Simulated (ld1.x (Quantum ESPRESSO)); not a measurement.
## What one change does to a pseudopotential (Ne, TM)

```
Element                 : neon
Generator               : ld1.x (Quantum ESPRESSO) 7.5
Type                    : norm-conserving Troullier–Martins (Kleinman–Bylander form)
Functional              : BP86
Relativity              : scalar-relativistic
Frozen core             : [He]
Valence charge          : 8
Reference configuration : 2s2 2p4.5 (charge +1.5)
Partial waves           : 2p (bound): rc 1.60 bohr; 2s (bound): rc 0.60 bohr
Local potential         : the s channel
Core correction         : a·sin(br)/r model core, default radius (core density twice the valence density)
```

Change: core correction none.

Cutoffs: the cutoffs (Ry, on a coarse ladder) from which the occupation-weighted sum of valence levels, in a spherical-Bessel basis at the reference potential, stays within 10 and 1 mRy of its value at 400 Ry; they do not see the model core or the augmentation charge, which bear on the density cutoff. Errors are all-electron minus pseudo energies relative to the spin-unpolarised reference configuration.

Q: How do hardness, ghosts and transferability respond?

A: The errors of the 7 common tests hardly move; neither file shows a bound ghost. The default core radius of the base comes out at 0.25 bohr.

| quantity | base | changed |
| --- | --- | --- |
| cutoff, loose | 230 Ry | 230 Ry |
| cutoff, tight | over 300 Ry | over 300 Ry |
| bound ghosts | none | none |
| error for 2s2 2p6, meV [ΔE -41.42 eV] | +178 | +178 |
| error for 2s2 2p5, meV [ΔE -18.86 eV] | +38 | +37 |
| error for 2s2 2p4, meV [ΔE 24.50 eV] | +58 | +58 |
| error for 2s2 2p5.5, meV [ΔE -32.51 eV] | +111 | +111 |
| error for 2s1 2p6, meV [ΔE 4.55 eV] | +233 | +241 |
| error for 2s2 2p2, meV [ΔE 186.74 eV] | +3065 | +3057 |
| error for 2s2 2p3, meV [ΔE 92.02 eV] | +791 | +789 |
| s: phases at 1.74 bohr within 0.05 rad from the reference energy up to (Ry; the scan ends near 5) | to the end of the scan | to the end of the scan |
| p: phases at 1.74 bohr within 0.05 rad from the reference energy up to (Ry; the scan ends near 5) | 0.3 | 0.3 |
